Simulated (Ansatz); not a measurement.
Cost and result for the atomization energy of C2H6Cl2Si, SMILES `[SiH3]CC(Cl)Cl` (11 atoms, 10 bonds).

```xyz
11

Si   -1.0386   -0.9142    0.6707
C     0.3556   -0.3536   -0.4788
C     0.6801    1.1124   -0.3835
Cl    1.9620    1.5755   -1.5318
Cl    1.1591    1.5613    1.2708
H    -0.5700   -1.0829    2.0665
H    -2.1387    0.0860    0.6312
H    -1.5493   -2.2159    0.1664
H     1.2546   -0.9415   -0.2749
H     0.0587   -0.5684   -1.5103
H    -0.1734    1.7413   -0.6264
```

Charge 0, multiplicity 1. The structure was optimised at the PBE0-D4/def2-TZVP level. It is one conformer, not always the lowest. Program: Ansatz. All runs use 4 threads of an Arm Neoverse V1 on a shared host. Times are those of one run each, without the atoms' runs, and a repeat can differ threefold. Electronic energies, without spin–orbit coupling; frozen cores. CCSD(T)/CBS adds CCSD(T) − MP2 in def2-TZVPP to the MP2 limit, and its time is that of the two runs behind it. T1 = 0.010. B3LYP takes the VWN-RPA correlation (the form of Gaussian; ORCA's B3LYP/G).

CCSD(T)/CBS is a level of theory with its own doubt, some kJ/mol a heavy atom from the limit and from the frozen cores, so smaller differences don't rank the functionals.

```
                             level  functions  wall time
   PBE-D4/def2-TZVPP (with forces)        272      3.1 s
                PBE0-D4/def2-TZVPP        272      4.1 s
r2SCAN-D4/def2-TZVPP (with forces)        272        6 s
 B3LYP-D4/def2-TZVPP (with forces)        272      6.5 s
                 B2PLYP/def2-TZVPP        272      6.5 s
                ωB97X-V/def2-TZVPP        272       10 s
  ωB97M-V/def2-TZVPP (with forces)        272       14 s
                    MP2/def2-QZVPP        504       29 s
                CCSD(T)/def2-TZVPP        272    3.4 min
                 CCSD(T)/CBS(def2)          –    3.9 min
```

(1) What atomization energy does each give, and how far from CCSD(T)/CBS? (Best estimate.)

## Answers

(1) Ansatz gave: 
```
                             level  atomization (kcal/mol)  difference from CCSD(T)/CBS  per bond
   PBE-D4/def2-TZVPP (with forces)                   890.6                         12.4       1.2
                PBE0-D4/def2-TZVPP                   880.5                          2.3       0.2
r2SCAN-D4/def2-TZVPP (with forces)                   880.4                          2.2       0.2
 B3LYP-D4/def2-TZVPP (with forces)                   873.4                         -4.8      -0.5
                 B2PLYP/def2-TZVPP                   863.6                        -14.6      -1.5
                ωB97X-V/def2-TZVPP                   881.7                          3.5       0.4
  ωB97M-V/def2-TZVPP (with forces)                   881.2                          3.0       0.3
                    MP2/def2-QZVPP                   880.5                          2.3       0.2
                CCSD(T)/def2-TZVPP                   854.8                        -23.4      -2.3
                 CCSD(T)/CBS(def2)                   878.2                          0.0       0.0
```

The D4 term adds +11.3 kcal/mol with B3LYP and +5.9 kcal/mol with PBE0; it sums over pairs of atoms, weighted by their polarisabilities, and B3LYP, whose exchange is more repulsive, gets the larger term. From PBE to PBE0 (25 % exact exchange), in def2-TZVPP and without D4, the atomization energy moves by −9.1 kcal/mol: exact exchange takes away binding that semilocal exchange gives to molecules. In def2-TZVPP, CCSD(T) changes the Hartree–Fock value by +208.2 kcal/mol (the triples alone add +13.4 kcal/mol) and MP2 by +220.1 kcal/mol; breaking electron pairs costs correlation energy, which Hartree–Fock lacks.
